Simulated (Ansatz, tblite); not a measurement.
Isomers of B7H13 (singlet), found by a short tight-binding search and relaxed with B3LYP-D4/def2-SVP in Ansatz.

The xTB rows come from tblite. LC-ωPBE has ω = 0.4 bohr⁻¹. Correlated methods freeze 7 core orbitals.

Other spin states weren't relaxed.

A:

```xyz
20

B    -0.5314    1.7847    1.0013
B    -1.0891   -0.0208    0.8188
B     0.3179   -1.1083    0.6947
B    -0.7112   -0.8992   -0.7408
B     0.9310   -1.1665   -1.0377
B     0.3408   -0.0015   -2.1105
B     0.3779    0.4506    1.6081
H     0.5715   -0.3514   -3.2386
H    -0.8373    2.4832    1.9306
H     0.5952    0.3684    2.7814
H     0.4607   -2.0923    1.3598
H     1.4928   -2.1534   -1.4115
H    -2.1063   -0.3419    1.3624
H    -1.4921   -1.7681   -1.0102
H    -0.0586    1.1204   -1.9514
H    -0.6449    2.2305   -0.1090
H     0.8321    1.5793    1.1043
H     1.5425   -0.0656   -1.4192
H    -1.3126    0.2516   -0.4621
H     1.3213   -0.2998    0.8297
```

B:

```xyz
20

B    -0.794    0.125    1.063
B     0.552    0.400   -1.529
B    -1.008    0.542   -0.665
B     1.058   -0.090    1.252
B     0.581    1.088    0.051
B     1.775   -0.104   -0.383
B    -1.848   -0.915    0.043
H     2.951    0.013   -0.563
H    -3.040   -0.742    0.012
H     1.753    0.173    2.190
H     0.851    0.888   -2.578
H    -1.636   -1.004    1.304
H    -1.711    1.408   -1.104
H     0.821    2.247    0.228
H     1.228   -0.788   -1.392
H     0.103   -0.811    1.655
H    -1.379   -1.939   -0.402
H    -1.236    0.857    1.906
H     1.593   -1.090    0.549
H    -0.615   -0.259   -1.639
```

C:

Cartesian coordinates in Å:
```
B -0.346 -0.694 -1.046
B 1.072 -0.493 0.032
B 0.399 0.787 -0.854
B -1.595 -0.723 0.172
B 1.962 1.207 -0.350
B -0.128 -1.037 1.640
B -1.324 0.722 -0.867
H -1.333 -0.533 1.428
H -2.056 1.285 -1.630
H 1.164 1.526 -1.555
H -2.532 -1.468 0.118
H 2.972 0.844 -0.887
H 1.959 -1.273 -0.149
H -0.330 -1.409 -2.008
H -0.029 -2.226 1.564
H -0.502 1.590 -0.227
H 1.982 2.204 0.326
H -2.106 0.519 0.238
H 0.898 -0.270 1.298
H -0.129 -0.558 2.757
```

D:

| atom | x (Å) | y (Å) | z (Å) |
| --- | --- | --- | --- |
| B1 | -0.3629 | 1.2344 | -0.8490 |
| B2 | 0.2904 | -0.7335 | 1.7719 |
| B3 | 1.7065 | -0.0748 | -0.6948 |
| B4 | -1.2657 | 0.8943 | 0.5428 |
| B5 | -1.8844 | 0.5310 | -1.2385 |
| B6 | 1.0956 | -1.4719 | 0.3041 |
| B7 | 0.2982 | 0.0514 | 0.2570 |
| H8 | 0.5336 | -2.3734 | -0.2520 |
| H9 | -2.1360 | 0.1503 | 0.9080 |
| H10 | -2.7155 | 1.2535 | -1.7290 |
| H11 | 2.3434 | 0.7751 | -0.1069 |
| H12 | -0.7047 | 0.6801 | -1.9692 |
| H13 | -0.5443 | -1.4108 | 2.2964 |
| H14 | 1.3593 | -1.6885 | 1.5350 |
| H15 | -1.1520 | 1.9215 | 1.1631 |
| H16 | -2.0257 | -0.6633 | -1.3111 |
| H17 | 1.8638 | -0.2277 | -1.8730 |
| H18 | 0.1209 | 2.3133 | -1.0232 |
| H19 | 0.8972 | 0.0974 | 2.4120 |
| H20 | 2.2825 | -1.2582 | -0.1436 |

Problem. Estimate their order by electronic energy at PBE0-D4/def2-TZVP, counted from the lowest.

Solution. B (0.0) < A (72.0) < C (134.3) < D (140.6), in kJ/mol.

Problem. Do the other levels pick the same lowest one?

Solution. Not GFN1-xTB, GFN2-xTB. Energies above each level's lowest (kJ/mol):

| level | A | B | C | D |
| --- | --- | --- | --- | --- |
| GFN1-xTB | 0.0 | 12.4 | 96.0 | 6.6 |
| GFN2-xTB | 0.0 | 23.2 | 91.2 | 21.3 |
| HF/def2-SVP | 29.2 | 0.0 | 112.2 | 74.8 |
| HF/def2-TZVP | 23.4 | 0.0 | 107.9 | 64.5 |
| PBE-D4/def2-SVP | 76.9 | 0.0 | 132.2 | 141.5 |
| PBE-D4/def2-TZVP | 71.2 | 0.0 | 128.9 | 132.6 |
| r2SCAN-D4/def2-TZVP | 69.0 | 0.0 | 131.1 | 125.1 |
| B97M-V/def2-TZVP | 68.0 | 0.0 | 137.9 | 126.5 |
| PBE0-D4/def2-SVP | 78.0 | 0.0 | 138.1 | 149.9 |
| PBE0-D4/def2-TZVP | 72.0 | 0.0 | 134.3 | 140.6 |
| BHLYP-D4/def2-TZVP | 48.6 | 0.0 | 120.4 | 105.3 |
| LC-ωPBE/def2-TZVP | 72.6 | 0.0 | 141.9 | 148.3 |
| MP2/def2-SVP | 72.4 | 0.0 | 143.0 | 162.7 |
| MP2/def2-TZVP | 70.4 | 0.0 | 140.2 | 155.2 |
| CCSD/def2-SVP | 56.1 | 0.0 | 130.1 | 130.9 |
| CCSD(T)/def2-SVP | 59.8 | 0.0 | 132.1 | 138.0 |
Point groups (tolerance 0.1 Å): A not assigned, B not assigned, C not assigned, D not assigned. Lower isomers may exist. From def2-SVP to def2-TZVP the PBE0 values move by up to 9.3 kJ/mol, so results in the small set are rough.
